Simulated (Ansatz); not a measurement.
Cost and result for the atomization energy of H14N2Si4Sn, SMILES `[SiH3][N]([SiH3])[SnH2][N]([SiH3])[SiH3]` (21 atoms, 20 bonds).

```xyz
21

Si   -0.081   -1.532   -2.633
N     0.644   -0.637   -1.346
Si    1.831   -1.366   -0.319
Sn    0.048    1.252   -0.884
N    -0.629    1.092    1.027
Si    0.090    1.970    2.328
Si   -1.880   -0.066    1.326
H    -1.492   -1.100   -2.818
H    -0.043   -2.983   -2.301
H     0.625   -1.339   -3.931
H     2.450   -0.290    0.504
H     1.242   -2.380    0.596
H     2.892   -2.035   -1.121
H    -1.223    1.640   -1.947
H     1.374    2.317   -0.853
H     0.044    1.145    3.567
H    -0.612    3.254    2.607
H     1.505    2.290    1.996
H    -2.492   -0.435    0.020
H    -2.931    0.506    2.212
H    -1.363   -1.304    1.970
```

Charge 0, multiplicity 1. Correlated methods include outer-core shells of Sn, which these sets cover unevenly. Sn: def2 effective core potential. All single points use the PBE0-D4/def2-TZVP geometry. It is one conformer, not always the lowest. Program: Ansatz. All runs use 4 threads of an AMD EPYC 7R13 on a shared host and a share of an NVIDIA H100 80 GB. Times are those of one run each, without the atoms' runs, and a repeat can differ threefold. Electronic energies, without spin–orbit coupling; frozen cores. CCSD(T)/CBS adds CCSD(T) − MP2 in def2-TZVPP to the MP2 limit, and its time is that of the two runs behind it. T1 = 0.013. With those shells the extrapolation isn't a true limit. B3LYP takes the VWN-RPA correlation (the form of Gaussian; ORCA's B3LYP/G).

CCSD(T)/CBS is a level of theory with its own doubt, some kJ/mol a heavy atom from the limit and from the frozen cores, so smaller differences don't rank the functionals.

```tsv
level	functions	wall time
CCSD(T)/def2-SVP	196	2.4 s
BLYP-D4/def2-TZVPP	476	2.5 s
B3LYP-D4/def2-TZVPP (with forces)	476	2.7 s
r2SCANh-D4/def2-TZVPP	476	2.7 s
r2SCAN-D4/def2-TZVPP (with forces)	476	2.9 s
revPBE-D4/def2-TZVPP	476	3 s
PBE-QIDH/def2-TZVPP	476	3.1 s
LDA (SPW92)/def2-TZVPP	476	3.3 s
B2PLYP/def2-TZVPP	476	3.6 s
ωB97M-V/def2-TZVPP (with forces)	476	4.1 s
MP2/def2-QZVPP	896	7 s
CCSD(T)/def2-TZVPP	476	26 s
CCSD(T)/CBS(def2)	–	33 s
```

What atomization energy does each give, and how far from CCSD(T)/CBS? (Estimate.)

Ansatz gave: 
```
                             level  atomization (kJ/mol)  difference from CCSD(T)/CBS  per bond
                  CCSD(T)/def2-SVP                5890.5                       -531.8     -26.6
                BLYP-D4/def2-TZVPP                6319.4                       -102.9      -5.1
 B3LYP-D4/def2-TZVPP (with forces)                6383.9                        -38.4      -1.9
             r2SCANh-D4/def2-TZVPP                6313.9                       -108.4      -5.4
r2SCAN-D4/def2-TZVPP (with forces)                6336.5                        -85.8      -4.3
              revPBE-D4/def2-TZVPP                6204.8                       -217.5     -10.9
               PBE-QIDH/def2-TZVPP                6268.1                       -154.2      -7.7
            LDA (SPW92)/def2-TZVPP                7065.5                        643.2      32.2
                 B2PLYP/def2-TZVPP                6271.8                       -150.5      -7.5
  ωB97M-V/def2-TZVPP (with forces)                6394.8                        -27.5      -1.4
                    MP2/def2-QZVPP                6313.8                       -108.5      -5.4
                CCSD(T)/def2-TZVPP                6227.4                       -194.9      -9.7
                 CCSD(T)/CBS(def2)                6422.3                          0.0       0.0
```

In def2-TZVPP, CCSD(T) changes the Hartree–Fock value by +1578.6 kJ/mol (the triples alone add +75.5 kJ/mol) and MP2 by +1546.1 kJ/mol; breaking electron pairs costs correlation energy, which Hartree–Fock lacks. From PBE to PBE0 (25 % exact exchange), in def2-TZVPP and without D4, the atomization energy moves by −19.2 kJ/mol: exact exchange takes away binding that semilocal exchange gives to molecules. Leaving LDA and LC-ωPBE aside and taking each functional with its dispersion term where it has one, the values, not all of them listed here, spread over 248.2 kJ/mol, from revPBE-D4 to ωB97X-V. LDA lies +837.8 kJ/mol from PBE without D4, its usual overbinding.

Spin–orbit coupling would lower the free Sn atoms strongly, and the atomization energy with them, by more than many differences here. For some Ge, Se and Sn compounds the MP2-based and the directly extrapolated limit differ by 10 to 25 kJ/mol.
